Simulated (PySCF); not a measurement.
A calculated (PBE0, PySCF 2.14, x2c-TZVPall, the spin-free X2C one-electron Hamiltonian (Gaussian nucleus)) atom or ion has these occupied shells.

```
shell  electrons  orbital energy (eV)  rms radius, mean of both spins (bohr)
 1s α          1              -4438.2                                 0.0844
 1s β          1              -4438.1                                 0.0844
 2s α          1              -494.12                                  0.372
 2s β          1              -493.83                                  0.372
 2p α          3              -405.25                                  0.341
 2p β          3              -405.01                                  0.341
 3s α          1              -66.662                                   1.15
 3s β          1              -65.588                                   1.15
 3p α          3              -43.716                                   1.27
 3p β          3              -42.569                                   1.27
 3d α          1              -12.266                                   1.91
 4s α          1              -10.830                                   3.58
```

**Question.** Name the element and its charge.

**Answer.** Sc⁺ (scandium, charge +1), in [Ar] 3d1 4s1, high-spin 3D determinant.
